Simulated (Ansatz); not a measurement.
Consider the ligand exchange at the Al–Br bond: `[Cl][Al]([Br])[Br]` + HCl → `[Cl][Al]([Cl])[Br]` + HBr.

Computed with Ansatz on PBE0-D4/def2-TZVP structures; ΔE is electronic, products minus reactants. CCSD(T)/CBS is the MP2 limit (def2-TZVPP, def2-QZVPP) plus CCSD(T) − MP2 in def2-TZVPP, frozen cores. This one scheme is used for every species. DFT in def2-TZVPP. B3LYP here is the variant with VWN-RPA as its local correlation; programs differ in this. For Br outer-core shells are correlated without core-valence functions, which leaves a few kJ/mol of doubt a bond. Scalar relativity is left out up to krypton.

| level | ΔE (kcal/mol) |
| --- | --- |
| PBE | -0.2 |
| B3LYP | -0.7 |
| MP2/def2-TZVPP | 0.4 |
| HF/def2-QZVPP | -0.3 |

**Question.** What does CCSD(T)/CBS give? (Estimate.)

**Answer.** Ansatz gave: +0.4 kcal/mol. The listed levels differ from it by -0.6, -1.1, 0.0, -0.7 kcal/mol.

Largest T1 diagnostic among the species: 0.007.

Leaving LDA and LC-ωPBE aside and taking each functional with its dispersion term where it has one, the values, not all of them listed here, spread over 1.6 kcal/mol, from B97M-V to PBE-QIDH. At CCSD(T), def2-SVP lies −1.5 kcal/mol from the extrapolated value and def2-TZVPP −0.3 kcal/mol.
